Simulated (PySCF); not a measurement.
VCl3, SMILES [Cl][V]([Cl])[Cl] (connectivity only; charge and spin as stated), neutral, multiplicity 3.

Coordinates come from a PBE-D3(BJ)/def2-SVP optimisation. The multiplicity is an assumed one; other spin states were not compared.

Level of theory: PBE-D3(BJ)/def2-SVP (PySCF).

Frequencies are harmonic and unscaled.

```csv
mode,ν (cm⁻¹),IR (km/mol),moving atoms (share of kinetic energy)
1,80,6.8,"Cl 82 %, V 18 %"
2,84,12.6,"V 68 %, Cl 32 %"
3,111,0.1,"Cl 88 %, V 12 %"
4,352,0.1,Cl 100 %
5,443,178.5,"Cl 51 %, V 49 %"
6,500,106.4,"V 56 %, Cl 44 %"
```
